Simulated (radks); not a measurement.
Species: Au-. Configuration: [Hg]. Calculated with a radial shooting solver on a logarithmic mesh with Libxc functionals: scalar-relativistic Kohn-Sham, PBE, spin-unpolarised, spherical densities, finite nucleus; Fermi nuclear charge, rms radius 5.4371 fm; hard spherical wall at 2 bohr. Some entries of the table are withheld. Estimate them.

orbital,occ.,eigenvalue (eV),<1/r> (bohr^-1),<r> (bohr)
1s,2,-80646.39,95.70,0.01687
2s,2,-14153.89,22.44,0.07114
2p,6,-12227.40,19.97,0.06425
3s,2,-3273.760,8.318,0.1839
3p,6,-2714.725,7.589,0.1852
3d,10,-2115.947,7.142,0.1678
4s,2,-644.0315,3.560,0.4077
4p,6,-460.9861,3.213,0.4346
4d,10,(1),2.873,0.4609
5s,2,-35.1419,1.418,0.9402
4f,14,2.5463,2.420,0.5116
5p,6,12.0229,1.243,1.040
5d,10,72.0808,1.084,1.155
6s,2,130.3788,1.158,1.249
5f,0,140.5587,1.042,(2)
6p,0,170.5074,(3),1.222
7s,0,(4),1.345,1.186

Answer. 
(1) 4d eigenvalue (eV): -240.9120
(2) 5f <r> (bohr): 1.230
(3) 6p <1/r> (bohr^-1): 1.201
(4) 7s eigenvalue (eV): 376.6755
